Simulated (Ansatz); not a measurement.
`[NH2][GaH][AlH2]` + H₂O → `[NH2][GaH][OH]` + `[AlH3]` at 298.15 K and 1 bar (formal hydrolysis of a Ga–Al bond).

Gas-phase electronic energies from Ansatz, PBE0-D4/def2-TZVP geometries. CBS: MP2 limit from def2 TZ/QZ plus the TZ coupled-cluster correction, frozen cores. This one scheme is used for every species. For Ga outer-core shells are correlated without core-valence functions, which leaves a few kJ/mol of doubt a bond. Scalar relativity is left out up to krypton. Each species was taken in one conformer, which may not be the lowest.

```
           species  CCSD(T)/CBS energy (Eh)  H − E (kJ/mol)  S (J/(mol·K))
`[NH2][GaH][AlH2]`              -2223.66218           139.7          340.9
               H₂O                -76.37941            66.4          188.7
  `[NH2][GaH][OH]`              -2056.27372           136.6          305.5
          `[AlH3]`               -243.78045            58.9          207.5
```

H − E and S are ideal-gas, rigid-rotor, harmonic terms from PBE0-D4/def2-TZVP, for one conformer and one mirror image of each species. 1 Eh = 2625.50 kJ/mol, R = 8.31446 J/(mol·K).

Question: By hand: ΔE, ΔH, ΔS and ΔG.

Answer: ΔE = (-2056.27372) + (-243.78045) − (-2223.66218) − (-76.37941) = -0.01258 Eh = -33.0 kJ/mol. Δ(H − E) = 136.6 + 58.9 − 139.7 − 66.4 = -10.6, so ΔH = -43.6 kJ/mol. ΔS = 305.5 + 207.5 − 340.9 − 188.7 = -16.6 J/(mol·K). ΔG = -43.6 − 298.15 × (-16.6)/1000 = -38.7 kJ/mol.

Question: By hand: the equilibrium constant, and the temperature at which ΔG would vanish if ΔH and ΔS stayed fixed.

Answer: log₁₀ K = −ΔG/(RT ln 10) = 6.8. ΔG = 0 at ΔH/ΔS = 2627 K, far beyond where these terms or the molecules hold.

ΔH outweighs TΔS. A doubt of 5 kJ/mol in ΔE shifts log₁₀ K by 0.9 here. Other conformers and mirror images would add mixing entropy, several J/(mol·K) or more a flexible species. Modes under 60 cm⁻¹, often nearly free rotors, make the harmonic entropy too high. These are equilibria of isolated gas molecules and say nothing of rates. Largest T1 diagnostic: 0.015 (customary marks: 0.02 for closed shells, 0.045 for open ones).
